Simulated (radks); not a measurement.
The numbers below are computed, except where a source is named.
Task: The indium ion In+, [Kr] 4d10 5s2. Code: a radial shooting solver on a logarithmic mesh with Libxc functionals. Model: non-relativistic Kohn-Sham, LDA (Slater exchange, Perdew-Wang correlation), spin-polarised, spherical densities, point nucleus. Every spin shell is full or empty, so the densities are truly spherical. Functionals are evaluated on that one density, not self-consistently. Rank these orbital-free kinetic functionals by their error against the exact value of the orbitals, and give that value: Thomas-Fermi, von Weizsacker, TF + vW, TF + vW/9, LC94, Perdew 92, Pearson, LKT, Ernzerhof.

Result: Exact: 5733.75 hartree. From best to worst, with 100 (|E| - |E exact|)/|E exact| (equal figures are ties): LC94 +0.07, Ernzerhof -0.40, Perdew 92 -0.67, TF + vW/9 -0.68, Pearson -0.92, Thomas-Fermi -5.32, LKT +19.31, TF + vW +36.47, von Weizsacker -58.21.
